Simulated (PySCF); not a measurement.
## Electron correlation in Cd⁺ (cadmium, charge +1)

[Kr] 4d9 5s1 5p1, one real determinant (an excited configuration). Calculation: PySCF 2.14, in ANO-RCC-VTZP; scalar relativity by spin-free X2C-1e. Frozen: [Kr]; 11 electrons correlated.

```
  level  correlation energy (mhartree)
   CCSD                        -260.70
    (T)                          -6.95
CCSD(T)                        -267.65
```

Diagnostics: T1 = 0.0093, D1 = 0.0315, largest double amplitude 0.049.

The real determinant used has ⟨L²⟩ near 8 against 12 for a pure F term, so it mixes terms.

Cost of the coupled-cluster step: about 6 core-seconds, for 11 correlated electrons.

Iterations:

```
CC2 = 0
CCSD nocc = (np.int64(7), np.int64(4)), nmo = (50, 50)
frozen orbitals [[0, 1, 2, 3, 4, 5, 6, 7, 8, 9, 10, 11, 12, 13, 14, 15, 16, 17], [0, 1, 2, 3, 4, 5, 6, 7, 8, 9, 10, 11, 12, 13, 14, 15, 16, 17]]
max_cycle = 100
direct = 0
conv_tol = 1e-08
conv_tol_normt = 1e-06
diis_space = 8
diis_start_cycle = 0
Init t2, MP2 energy = -0.266114893500959
Init E_corr(UCCSD) = -0.266114893501689
cycle = 1  E_corr(UCCSD) = -0.257002308475789  dE = 0.00911258503  norm(t1,t2) = 0.038016
cycle = 2  E_corr(UCCSD) = -0.259751792469282  dE = -0.00274948399  norm(t1,t2) = 0.0121519
cycle = 3  E_corr(UCCSD) = -0.260211451842896  dE = -0.000459659374  norm(t1,t2) = 0.00686016
cycle = 4  E_corr(UCCSD) = -0.260459370880272  dE = -0.000247919037  norm(t1,t2) = 0.00438713
cycle = 5  E_corr(UCCSD) = -0.260536883921319  dE = -7.7513041e-05  norm(t1,t2) = 0.0037772
cycle = 6  E_corr(UCCSD) = -0.260651813536643  dE = -0.000114929615  norm(t1,t2) = 0.0023023
cycle = 7  E_corr(UCCSD) = -0.260709580636196  dE = -5.77670996e-05  norm(t1,t2) = 0.000774438
cycle = 8  E_corr(UCCSD) = -0.260693791021285  dE = 1.57896149e-05  norm(t1,t2) = 0.000200189
cycle = 9  E_corr(UCCSD) = -0.260697397754756  dE = -3.60673347e-06  norm(t1,t2) = 7.25435e-05
cycle = 10  E_corr(UCCSD) = -0.260697229624977  dE = 1.68129779e-07  norm(t1,t2) = 2.00701e-05
cycle = 11  E_corr(UCCSD) = -0.260696993541146  dE = 2.36083831e-07  norm(t1,t2) = 6.27519e-06
cycle = 12  E_corr(UCCSD) = -0.260696979624858  dE = 1.39162886e-08  norm(t1,t2) = 1.13468e-06
cycle = 13  E_corr(UCCSD) = -0.260696973294234  dE = 6.33062402e-09  norm(t1,t2) = 3.22419e-07
UCCSD converged
E(UCCSD) = -5590.68081339943  E_corr = -0.2606969732942339
UCCSD(T) correction = -0.00694768151157153
```

The basis was made for the ground configuration and has no added diffuse functions, which can raise the energy of the promoted electron.

The reference is one real determinant that mixes LS terms of this configuration.
